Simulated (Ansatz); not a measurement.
Geometry optimisation, Ansatz, RKS B3LYP/def2-SVP.

input.yaml

```yaml
crystal:
  periodic: [false, false, false]
  atoms:
    - { symbol: C, position_ang: [-1.6944, 1.8307, 0.3202] }
    - { symbol: Se, position_ang: [-0.8185, 1.0596, 1.8167] }
    - { symbol: C, position_ang: [0.4966, 0.2063, 0.6752] }
    - { symbol: "N", position_ang: [0.0921, -1.0624, 0.1921] }
    - { symbol: Si, position_ang: [1.2952, -1.911, -0.7789] }
    - { symbol: H, position_ang: [-2.5851, 2.5047, 0.6881] }
    - { symbol: H, position_ang: [-1.0205, 2.532, -0.2527] }
    - { symbol: H, position_ang: [-2.1068, 1.107, -0.3691] }
    - { symbol: H, position_ang: [1.4305, 0.0532, 1.3661] }
    - { symbol: H, position_ang: [0.8066, 0.8806, -0.129] }
    - { symbol: H, position_ang: [-0.7742, -0.8756, -0.4473] }
    - { symbol: H, position_ang: [2.4721, -2.1753, 0.1157] }
    - { symbol: H, position_ang: [1.6579, -1.0209, -1.899] }
    - { symbol: H, position_ang: [0.7356, -3.1581, -1.2693] }
basis:
  gaussian: { orbitals: def2-SVP }
hamiltonian:
  xc: b3lyp
relax:
  f_tol: 0.015
  max_steps: 40
output:
  orbitals: {}
```

Run as:

```bash
$ ansatz run input.yaml --threads 2 --pin off --max-ram 3072MiB --backend cpu --events-out ev --progress --plain --runs-dir out
```

Problem. Where does it end, and by what steps?

Solution. The run converged. The force dipped under the threshold on the way, but the program's further checks kept it going. After 31 steps the energy has fallen by 0.717 eV; H12 moved furthest, 2.46 Å.

```tsv
step	energy less start (eV)	largest force component (eV/Å)	accepted
0	0.0000	3.042	yes
2	-0.5341	0.333	yes
4	-0.5684	0.398	yes
6	-0.5918	0.296	yes
8	-0.6090	0.268	yes
10	-0.6212	0.106	yes
12	-0.6322	0.269	yes
14	-0.6420	0.088	yes
16	-0.6549	0.210	yes
18	-0.6746	0.149	yes
20	-0.6868	0.235	yes
22	-0.7002	0.099	yes
24	-0.7077	0.186	yes
26	-0.7140	0.047	yes
28	-0.7162	0.055	yes
30	-0.7169	0.008	yes
31	-0.7169	0.009	yes
```

```xyz
14
Properties=species:S:1:pos:R:3
C -1.790 1.397 0.824
Se -0.002 1.166 1.599
C 0.954 0.791 -0.138
N 0.555 -0.367 -0.874
Si 0.918 -2.020 -0.430
H -2.495 1.515 1.659
H -1.832 2.293 0.188
H -2.071 0.505 0.246
H 2.006 0.715 0.179
H 0.851 1.700 -0.750
H -0.239 -0.212 -1.487
H 0.115 -2.586 0.698
H 2.357 -2.078 -0.043
H 0.659 -2.850 -1.642
```

The run took 120 s on 2 threads of Intel(R) Xeon(R) Platinum 8488C (Sapphire Rapids), on a shared host, peak memory 0.4 GiB.
